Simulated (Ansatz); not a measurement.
Cost and result for the atomization energy of C₃H₅F₃O, SMILES `OC(CF)C(F)F` (12 atoms, 11 bonds).

```xyz
12

O     0.946    1.335    0.124
C    -0.088    0.394    0.243
C     0.433   -0.960    0.667
F     1.022   -0.808    1.914
C    -0.785    0.339   -1.102
F    -0.016   -0.286   -2.025
F    -1.934   -0.373   -0.982
H     1.465    1.303    0.933
H    -0.842    0.724    0.973
H     1.197   -1.318   -0.024
H    -0.375   -1.690    0.753
H    -1.022    1.339   -1.475
```

Charge 0, multiplicity 1. The structure was optimised at the PBE0-D4/def2-TZVP level. It is one conformer, not always the lowest. Program: Ansatz. All runs use 8 threads of an INTEL XEON PLATINUM 8581C on a shared host. Times are those of one run each, without the atoms' runs, and a repeat can differ threefold. Electronic energies, without spin–orbit coupling; frozen cores. CCSD(T)/CBS adds CCSD(T) − MP2 in def2-TZVPP to the MP2 limit, and its time is that of the two runs behind it. T1 = 0.011. HSE06 is the plane-wave form, built on full-range PBE exchange.

CCSD(T)/CBS is a level of theory with its own doubt, some kJ/mol a heavy atom from the limit and from the frozen cores, so smaller differences don't rank the functionals.

| level | functions | wall time |
| --- | --- | --- |
| LDA (SPW92)/def2-TZVPP | 287 | 0.8 s |
| revPBE-D4/def2-TZVPP | 287 | 1.1 s |
| PBE-D4/def2-TZVPP (with forces) | 287 | 1.3 s |
| PBE0-D4/def2-TZVPP | 287 | 1.6 s |
| HSE06-D4/def2-TZVPP | 287 | 1.8 s |
| CAM-B3LYP-D4/def2-TZVPP | 287 | 1.9 s |
| PBE-QIDH/def2-TZVPP | 287 | 3.1 s |
| ωB97X-V/def2-TZVPP | 287 | 3.3 s |
| B97M-V/def2-TZVPP | 287 | 3.4 s |
| CCSD(T)/def2-SVP | 123 | 5.5 s |
| MP2/def2-QZVPP | 549 | 14 s |
| CCSD(T)/def2-TZVPP | 287 | 2.4 min |
| CCSD(T)/CBS(def2) | – | 2.7 min |

Problem. What atomization energy does each give, and how far from CCSD(T)/CBS? (An estimate is asked.)

Solution. Computed: 
```
                          level  atomization (kJ/mol)  difference from CCSD(T)/CBS  per bond
         LDA (SPW92)/def2-TZVPP                5643.5                        880.6      80.1
           revPBE-D4/def2-TZVPP                4761.2                         -1.7      -0.2
PBE-D4/def2-TZVPP (with forces)                4924.2                        161.3      14.7
             PBE0-D4/def2-TZVPP                4781.3                         18.4       1.7
            HSE06-D4/def2-TZVPP                4786.0                         23.1       2.1
        CAM-B3LYP-D4/def2-TZVPP                4790.9                         28.0       2.6
            PBE-QIDH/def2-TZVPP                4730.3                        -32.6      -3.0
             ωB97X-V/def2-TZVPP                4774.3                         11.4       1.0
              B97M-V/def2-TZVPP                4749.0                        -13.9      -1.3
               CCSD(T)/def2-SVP                4531.7                       -231.2     -21.0
                 MP2/def2-QZVPP                4853.6                         90.7       8.2
             CCSD(T)/def2-TZVPP                4635.3                       -127.6     -11.6
              CCSD(T)/CBS(def2)                4762.9                          0.0       0.0
```

At CCSD(T), def2-SVP lies −231.2 kJ/mol from the extrapolated value and def2-TZVPP −127.5 kJ/mol: correlation converges slowly with the basis, and small sets miss more of it in the bonded molecule than in its fragments. From PBE to PBE0 (25 % exact exchange), in def2-TZVPP and without D4, the atomization energy moves by −139.4 kJ/mol: exact exchange takes away binding that semilocal exchange gives to molecules. Leaving LDA and LC-ωPBE aside and taking each functional with its dispersion term where it has one, the values, not all of them listed here, spread over 386.3 kJ/mol, from BHLYP-D4 to PBE-D4. LDA lies +740.1 kJ/mol from PBE without D4, its usual overbinding.
